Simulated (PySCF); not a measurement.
**H2SbN, singlet: molecular constants**

Computed with PBE0/[Sb def2-TZVP with ECP28, N def2-TZVP, H def2-TZVP], scalar-relativistic core potentials, density fitting, no spin–orbit coupling, PySCF.

The structure is a minimum.

```json
{"Point group": "C2v", "Bond lengths": "Sb–H 1.705 Å (×2), Sb–N 1.832 Å", "Bond angles": "H–Sb–H 101.4°, H–Sb–N 129.3° (×2)", "Dipole moment": "4.22 D", "Highest occupied level": "-6.66 eV", "Enthalpy at 298.15 K above 0 K": "12.68 kJ/mol", "Entropy at 298.15 K and 1 bar": "265.9 J/(mol K)", "Rotational symmetry number": "2", "Heat capacity Cp at 298.15 K": "52.3 J/(mol K)", "Rotational constants": "4.806, 0.3719, 0.3452 cm⁻¹", "Atomisation energy without zero-point energy": "575 kJ/mol", "Principal quadrupole moments (Buckingham, traceless) about the centre of mass": "-6.56, 2.72, 3.83 D Å", "Lowest empty level": "-2.90 eV", "Principal polarisabilities": "33.0, 45.1, 63.7 bohr³", "Zero-point energy": "36.6 kJ/mol"}
```

Harmonic modes (masses in u: Sb 120.904, N 14.003, H 1.008):
```csv
symmetry,ω (cm⁻¹),IR (km/mol),type
b1,168,1.9,bend
b2,405,18.1,bend
a1,805,60.6,bend
a1,880,0.6,stretch
b2,1922,196,stretch
a1,1931,71.8,stretch
```

In C2v the vibrations span b1 + 2b2 + 3a1. Here b1 is antisymmetric to the molecular plane and b2 lies in it.

Charges (e):
```json
{"atom": "Sb1", "Mulliken": "0.51", "Löwdin": "0.55", "polar tensor": "0.68", "Mayer order to Sb1": "–"}
{"atom": "N2", "Mulliken": "-0.54", "Löwdin": "-0.48", "polar tensor": "-0.36", "Mayer order to Sb1": "2.39"}
{"atom": "H3,4", "Mulliken": "0.02", "Löwdin": "-0.03", "polar tensor": "-0.16", "Mayer order to Sb1": "0.82"}
```

Mulliken populations on Sb1 (electrons outside its core potential): s 3.52, p 8.68, d 10.25, f 0.04.

Outer orbital energies (eV). occupied: -21.12, -15.75, -11.13, -9.05, -7.80, -6.66; empty: -2.90, -1.83, 0.72, 1.17.

Counting electrons, antimony keeps none of its valence electrons outside its bonds, so the VSEPR class is AX3 and the expected shape is trigonal planar; with unlike ligands the computed point group is C2v.

This need not be the most stable arrangement of these atoms.

The final relaxation and frequency run took of the order of 50 core-seconds on a shared host.
